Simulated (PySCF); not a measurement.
Compound: C₄H₈O₃.
Cartesian coordinates in Å at the GFN2-xTB level; atoms count from 1:
```
atom  x, y, z in Å
O1     2.598    0.299    0.068
C2     1.346    0.918    0.185
C3     0.382    0.034    1.002
O4    -0.881    0.607    1.170
C5    -1.666    0.204    0.067
C6    -0.979   -1.079   -0.445
O7     0.187   -1.201    0.349
H8     2.447   -0.626   -0.168
H9     1.496    1.869    0.698
H10    0.911    1.110   -0.807
H11    0.819   -0.165    1.989
H12   -1.682    0.985   -0.704
H13   -2.681    0.031    0.427
H14   -0.716   -1.004   -1.506
H15   -1.585   -1.974   -0.288
```

The geometry is computed with GFN2-xTB (gas phase).

Take the most abundant isotopes and a rigid rotor. The values belong to one conformer with, in the numbering `[OH:1][CH2:2][CH:3]1[O:4][CH2:5][CH2:6][O:7]1`, H–O1–C2–C3 46°, O1–C2–C3–O4 179°, C2–C3–O4–C5 89°, C3–O4–C5–C6 22°, O4–C5–C6–O7 -5°, C5–C6–O7–C3 -14°.

(1) Give the principal moments of inertia and the rotational constants in cm⁻¹.

(2) Classify the top.

(3) What does the inertial defect say?

(4) Give the other two planar moments, Paa and Pbb, and the rms extents of the mass along the axes.

(5) Estimate the classical rotational partition function at 25 K, 50 K and 100 K.

## Answers

(1) Ia = 95.84, Ib = 241.55, Ic = 283.19 u·Å²; 505379 MHz·u·Å²/I gives 5273, 2092 and 1785 MHz, that is A = 0.17590, B = 0.06979, C = 0.05953 cm⁻¹.

(2) An asymmetric top: κ = (2 × 2092 − 5273 − 1785)/(5273 − 1785) = -0.82.

(3) Not planar: Δ = Ic − Ia − Ib = -54.20 u·Å². For a rigid frame Δ = −2 Σ m c², so Σ m c² = 27.10 u·Å² lies off the ab plane: 9.02 from hydrogen and 18.09 from heavier atoms. The atom farthest from that plane is 1.60 Å away.

(4) Paa = Σ m a² = (Ib + Ic − Ia)/2 = 214.45 and Pbb = Σ m b² = (Ia + Ic − Ib)/2 = 68.74 u·Å². With the mass M = 104.05 u, the rms extents √(P/M) along a, b and c are 1.44, 0.81, 0.51 Å.

(5) Point group C1, symmetry number σ = 1; q = (√π/σ)·√((kT/h)³/(ABC)), k/h = 20836.6 MHz/K: 4750 at 25 K, 13400 at 50 K, 38000 at 100 K.

Stationary, but not proved a minimum. These are rigid-rotor constants of the computed structure; measured ground-state constants (B0) also hold zero-point vibration.
